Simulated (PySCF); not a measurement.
Mo(NH)(S)(Cl)(SH) (ClH₂MoNS₂), SMILES [NH]=[Mo]([Cl])([SH])=[S], multiplicity 1.

Geometry: PBE0-D3(BJ)/def2-SVP. The spin state was assumed, not searched. The structure was generated by enumeration; whether it is a known compound was not checked. The def2 effective core potentials stand for the cores of Mo; spin–orbit coupling is left out. The values are those of a single conformer.

Two levels are set side by side: PBE/def2-TZVP (PySCF) and M06-2X/def2-TZVP (PySCF). Same geometry, gas phase. Differences are taken from unrounded values.

| quantity | M06-2X |
|---|---|
| orbital gap (eV) | 6.48 |
| highest occupied level (eV) | -8.86 |
| lowest empty level (eV) | -2.38 |
| dipole moment (D) | 1.65 |
| mean polarisability (bohr³) | 101.6 |

Problem. What does PBE give, and how far is it from M06-2X? (An estimate is asked for; the answer gives what the named calculation found.)

Solution. 
```tsv
quantity	PBE	PBE minus M06-2X
orbital gap (eV)	2.86	-3.62
highest occupied level (eV)	-6.68	2.18
lowest empty level (eV)	-3.82	-1.44
dipole moment (D)	1.43	-0.22
mean polarisability (bohr³)	103.4	1.8
```

PBE's occupied levels lie high since its potential decays too fast outside the molecule; exact exchange lowers them and widens the gap. Differences between two approximate levels are no errors against the true value.

Rough cost on one machine, each run with all the roots and properties that it gave: M06-2X against PBE about 3 times.
